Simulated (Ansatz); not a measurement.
System: BHSCl, charge 0, doublet. BHSCl (SMILES S[B]Cl, doublet).
B3LYP-D3(BJ)/def2-TZVP minimum from Ansatz (a program for electronic structure):
```
B
Cl 1 1.7297
S 1 1.7719 2 124.92
H 3 1.3449 1 96.77 2 180.00
```
Charge 0, spin multiplicity 2.

Atomisation energy term by term, kcal/mol (programs: Ansatz). Radicals and triplets start from unrestricted determinants; spin-orbit coupling is neglected. Cores are frozen in correlated methods. Rows without X2C or -DK are non-relativistic. CBS(X,Y): correlation extrapolated as X^-3, Hartree-Fock from the larger set. A bracket is a step between two methods taken in the basis named. '+ core + X2C': CCSD(T) terms for core correlation (cc-pwCVTZ, 1s frozen past Ne) and scalar relativity (cc-pVTZ-DK). For partners of very few electrons the exact lower level stands in for a higher one.

```
term                                       basis  kcal/mol
------------------  ----------------------------  --------
Hartree-Fock                         cc-pV(Q+d)Z    206.71
CCSD correlation    CBS(cc-pV(T+d)Z,cc-pV(Q+d)Z)     64.98
(T)                 CBS(cc-pV(T+d)Z,cc-pV(Q+d)Z)      7.69
CCSDT(Q) - CCSD(T)                   cc-pV(D+d)Z      0.55
core correlation                       cc-pwCVTZ      1.55
scalar relativity                X2C, cc-pVTZ-DK     -0.64
sum: De                                              280.8
```
